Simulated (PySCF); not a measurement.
Dipole response of Zn⁺ (zinc, charge +1)

[Ar] 3d10 4s1, 2S determinant. All numbers are calculated (PySCF 2.14, the spin-free X2C one-electron Hamiltonian (Gaussian nucleus), in x2c-TZVPPall with one added diffuse shell each of s, p, d, f type (7s6p5d3f1g, 80 functions)). Coupled (time-dependent) response in atomic units; α is the mean over directions.

```tsv
method	mean α (bohr³)	C₆ (like pair)	S(−4)
UHF	23.70	102.5	533.4
PBE	16.89	71.08	226.6
PBE0	18.12	76.09	274.8
revPBE	17.34	73.46	240.7
```

S(−4) is the Cauchy moment in α(ω) = α(0) + S(−4) ω² + …

α(iu) at PBE0:

| u (hartree) | α(iu) (bohr³) |
| --- | --- |
| 0 | 18.12 |
| 0.0500 | 17.46 |
| 0.100 | 15.79 |
| 0.200 | 11.71 |
| 0.300 | 8.583 |
| 0.500 | 5.220 |
| 0.750 | 3.415 |
| 1.00 | 2.526 |
| 1.50 | 1.640 |
| 2.00 | 1.189 |
| 3.00 | 0.7349 |
| 5.00 | 0.3803 |

A single London oscillator, α(iu) = α/(1 + u²/ω²), gives C₆ = (3/4) ω α². Matching the computed C₆ needs ω = 4 × 76.09 / (3 × 18.12²) = 0.309 hartree.

For an ion, C₆ is the dispersion term alone; charge-induced terms of lower order in 1/R come first.
